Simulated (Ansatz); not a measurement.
A structure relaxed at PBE0-D4/def2-TZVP, charge 0, multiplicity 2:

```xyz
5

O     0.161   -0.069    1.625
Si    0.004    0.010   -0.016
F     1.396    0.061   -0.730
F    -0.769   -1.287   -0.427
F    -0.792    1.285   -0.452
```

Q: Give its formula and SMILES.

A: F3OSi, `[O][Si](F)(F)F`.

Q: Point group (tolerance 0.08 Å, 0.16 Å for H)?

A: Cs.

Q: Summarise the bond lengths by kind.

A: 1 × O–Si 1.650 Å; 3 × F–Si 1.564 to 1.565 Å.

Program: Ansatz 0.2.0.
